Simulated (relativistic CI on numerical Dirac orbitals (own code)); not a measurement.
# Pd⁴⁺: L2,3 absorption edge

Computed with this model: Dirac-Coulomb-Breit CI, orbitals from a KLI potential per configuration, a model potential for QED, valence Slater integrals scaled by 0.8, multiplet model of core-to-valence dipole absorption; configurations [Kr] 4d6 → [He] 2s2 2p5 3s2 3p6 3d10 4s2 4p6 4d7; 80 K; Lorentzian 0.96 eV and Gaussian 0.5 eV FWHM. Energies are those of the free ion, without screening or charge transfer. The branching ratio is the share of the lower-energy edge in the whole absorption, uncertain by about 0.02 where the edges overlap. S is read from ⟨S²⟩ = S(S + 1).

Field parameters in Wybourne normalisation: D4h B²₀ = −7Ds, B⁴₀ = 21(Dq − Dt), B⁴₄ = 21√(5/14) Dq. The field is a parameter set, without covalency.

Case free ion, the dichroism is that of the ground state at zero temperature, magnetised by exchange field 10 meV on Sz. The dichroism I(Δm = −1) − I(Δm = +1), over the sum of the three polarisations, integrates to -0.2435 on the lower edge and -0.0136 on the upper edge. The branching ratio is 0.819.

(1) Use the orbital sum rule with 4 holes to get ⟨Lz⟩.

Answers

(1) For a p → d edge ⟨Lz⟩ = 2 × n_h × (sum of both integrals) in this sign convention = -2.06; the ground state itself has ⟨Lz⟩ = -2.03 and ⟨Sz⟩ = -1.97. The rule assumes one radial integral for both edges, which relativistic orbitals only approach.
